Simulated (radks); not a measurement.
Question: Radial electron density D(r) = 4 pi r^2 rho(r) of an atom or ion with 40 electrons. Calculated with a radial shooting solver on a logarithmic mesh with Libxc functionals: scalar-relativistic Kohn-Sham, PBE, spin-polarised, spherical densities, finite nucleus; Fermi nuclear charge, rms radius of each element as measured or else 0.836 A^(1/3) + 0.57 fm.

```
   r/bohr * D(r) (the largest magnitude, 63.5, reaches the edge; | marks zero)
 0.003229 |    *
   0.0037 |     *
 0.004273 |       *
 0.004895 |         *
 0.005608 |           *
 0.006425 |              *
 0.007421 |                 *
 0.008502 |                    *
  0.00974 |                        *
  0.01125 |                            *
  0.01289 |                                *
  0.01476 |                                    *
  0.01692 |                                       *
  0.01954 |                                          *
  0.02238 |                                           *
  0.02564 |                                            *
  0.02961 |                                           *
  0.03393 |                                         *
  0.03887 |                                       *
  0.04453 |                                      *
  0.05143 |                                     *
  0.05892 |                                      *
  0.06751 |                                         *
  0.07796 |                                             *
  0.08932 |                                                  *
   0.1023 |                                                     *
   0.1172 |                                                      *
   0.1354 |                                                   *
   0.1551 |                                             *
   0.1777 |                                       *
   0.2053 |                                  *
   0.2352 |                                 *
   0.2694 |                                   *
   0.3087 |                                       *
   0.3565 |                                         *
   0.4084 |                                      *
   0.4679 |                                *
   0.5404 |                       *
   0.6191 |               *
   0.7093 |          *
   0.8126 |        *
   0.9385 |        *
    1.075 |        *
    1.232 |       *
    1.423 |      *
     1.63 |    *
    1.867 |   *
    2.139 | *
    2.471 |*
    2.831 |*
    3.243 *
    3.745 *
    4.291 *
    4.916 *
    5.632 *
    6.505 *
    7.452 *
```

What is the nuclear charge?

Answer: Z = 41. The innermost maximum, from 1s, lies near gamma/Z bohr with gamma = sqrt(1 - (Z/c)^2) = 0.954, here 0.0233 bohr (found: 0.0254), and its height grows with Z. The density is that of the niobium ion Nb+ in [Kr] 4d4; the configuration itself is not fixed sharply by these data, and Z only to a few units. D(r) has 4 maxima, at r = 0.0254, 0.112, 0.354, 1.03 bohr, and minima at 0.0510, 0.228, 0.902 bohr, inside which lie 2.03, 11.10, 29.39 electrons.
